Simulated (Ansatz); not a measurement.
Ansatz results at the PBE0-D4/def2-TZVP geometry: HOMO energy (ωB97M-V/def2-TZVPP) -8.32 eV; zero-point energy (PBE0-D4/def2-TZVP) 224.0 kJ/mol; HOMO–LUMO gap (ωB97M-V/def2-TZVPP) 7.45 eV.

Problem. Which molecule gave them?
A. `[SiH3][C]1(Br)C[CH2][Zn]1`
B. `BC#C[O][AlH2]`
C. `[SiH3][CH]1[NH][AlH]1`
D. `O[SiH2][SeH]`

Solution. A. The others give `BC#C[O][AlH2]`: -9.08, 125.5, 8.69; `[SiH3][CH]1[NH][AlH]1`: -8.68, 164.8, 9.28; `O[SiH2][SeH]`: -9.44, 103.7, 11.07.
